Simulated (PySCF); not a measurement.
## Os²⁺: ionisation energy

Os²⁺ [Xe] 4f14 5d6 (5D) → Os³⁺ [Xe] 4f14 5d5 (6S), as a difference of total energies. Computed with PySCF 2.14 in ANO-RCC-VTZP (8s7p5d3f2g1h, 104 functions), with scalar relativity by spin-free X2C-1e. Correlated levels: valence: [Xe] 4f14 frozen. The calculations carry no spin-orbit coupling.

```csv
method,ionisation energy (eV)
UHF,24.937
MP2 (valence),26.084
SCS-MP2 (valence),26.274
CCSD (valence),26.158
CCSD(T) (valence),26.209
```

How much does correlation contribute at CCSD(T) (valence)?

26.209 − (24.937) = 1.272 eV, measured against UHF.

A first-order spin-orbit estimate (lowest level to lowest level, LS coupling) adds 0.450 eV.

Errors of the correlated levels include the incompleteness of this basis and the frozen core.

For comparison: 25 ± 1.6 eV (theoretical estimate listed by NIST; NIST Atomic Spectra Database, ionization energies).
